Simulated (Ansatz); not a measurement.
Molecule: N-germyl-N-methylmethanamine, C₂H₉GeN, net charge 0, singlet state. 
Coordinates optimised at B3LYP-D3(BJ)/def2-TZVP (Ansatz, a quantum-chemistry and plane-wave program):
```
N
C 1 1.4519
H 2 1.0913 1 110.44
H 2 1.0955 3 107.62 1 -119.85
H 2 1.1024 3 108.02 4 -115.56
C 1 1.4519 2 112.57 3 -177.25
H 6 1.0913 1 110.44 2 177.25
H 6 1.0955 7 107.62 1 119.85
H 6 1.1024 7 108.02 8 115.56
Ge 1 1.8512 2 116.74 3 43.73
H 10 1.5371 1 106.98 2 -171.36
H 10 1.5371 11 111.87 7 -140.96
H 10 1.5520 11 109.14 12 -120.88
```
Charge 0, spin multiplicity 1.

Property: vertical ionisation energy (to the doublet state of charge +1; each state is the SCF solution reached for its spin), in eV. Correlated levels leave the core frozen unless marked. UHF or UKS for open shells. No spin-orbit coupling. Frozen are the shells of the preceding noble gas and the d and f shells that filled before the atom's block. No relativistic terms. CBS marks a two-point X^-3 extrapolation of the correlation energy; Hartree-Fock from the larger set. The bracket is a focal-point correction in the basis named.

| level | program | vertical ionisation energy (eV) |
|---|---|---|
| PBE/def2-TZVPD | Ansatz | 8.07 |
| B3LYP/def2-TZVPD | Ansatz | ___ |
| PBE0/def2-TZVPD | Ansatz | 8.14 |
| BHLYP/def2-TZVPD | Ansatz | 8.06 |
| CAM-B3LYP/def2-TZVPD | Ansatz | 8.25 |
| wB97M-V/def2-TZVPD | Ansatz | ___ |
| wB97X-V/def2-TZVPD | Ansatz | 8.26 |
| B2PLYP/def2-TZVPD | Ansatz | 8.24 |
| SCS-MP2/aug-cc-pVDZ | Ansatz | 8.38 |
| CCSD/aug-cc-pVDZ | Ansatz | ___ |
| CCSD/aug-cc-pVTZ | Ansatz | 8.27 |
| RI-MP2/CBS(aug-cc-pVTZ,aug-cc-pVQZ)+[CCSD(T)-MP2]/aug-cc-pVTZ | Ansatz | ___ |

Task: Fill in the missing entries.

Result: 
- B3LYP/def2-TZVPD, vertical ionisation energy (eV): 8.21
- wB97M-V/def2-TZVPD, vertical ionisation energy (eV): 8.29
- CCSD/aug-cc-pVDZ, vertical ionisation energy (eV): 8.16
- RI-MP2/CBS(aug-cc-pVTZ,aug-cc-pVQZ)+[CCSD(T)-MP2]/aug-cc-pVTZ, vertical ionisation energy (eV): 8.45
